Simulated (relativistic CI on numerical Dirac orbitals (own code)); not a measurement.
**Sensitivity of the levels of Nd32+ to α and to the nuclear radius**

Calculated at this level of theory: Dirac-Coulomb-Breit CI, separate exchange-only KLI orbitals for each configuration, derivatives by finite differences, unscaled Slater integrals, QED left out (own radial code, finite nucleus).

Configurations in the expansion (outside the closed core [Ne] 3s2): 3p6 3d10, 3p6 3d9 4s, 3p6 3d9 4p, 3p6 3d9 4d, 3p5 3d10 4s, 3p6 3d9 4f, 3p5 3d10 4p, 3p6 3d8 4s2. Levels of other configurations are missing.

With x = (α/α₀)² − 1 an excitation energy changes as ω = ω₀ + qx; K = 2q/ω₀ is the relative enhancement. Terms are leading LS components, so labels can repeat. The field-shift factor is F = δν/δ⟨r²⟩ for the transition from the lowest level.

Lowest level 3p6 3d10 1S_0.

```
           Level  ω₀ (cm⁻¹)  q (cm⁻¹)  F (GHz/fm²)
 3p6 3d9 4s 3D_3    6775733   -544800          524
 3p6 3d9 4s 1D_2    6786641   -543400          523
 3p6 3d9 4s 3D_1    6963412   -356900          526
 3p6 3d9 4s 3D_2    6971122   -357000          526
3p6 3d9 4p 3P°_2    7305668   -487500         57.9
3p6 3d9 4p 3F°_3    7315143   -490200         57.1
3p6 3d9 4p 3F°_2    7495676   -301800         59.4
3p6 3d9 4p 3D°_1    7512559   -295300         59.2
3p6 3d9 4p 3F°_4    7576945   -182300           41
3p6 3d9 4p 1D°_2    7589178   -185600           42
3p6 3d9 4p 1P°_1    7594947   -183900         42.9
3p6 3d9 4p 3D°_3    7606257   -181600         41.1
3p6 3d9 4p 3P°_0    7742671      7114         44.4
```

At this charge energies of transitions that change n are usually good to better than 1 %, and those within a shell (Δn = 0) to a few per cent.

Problem. Which transition from the lowest level has the largest |K|?

Solution. 3p6 3d9 4s 3D_3 at 6775733 cm⁻¹, K = -0.161.
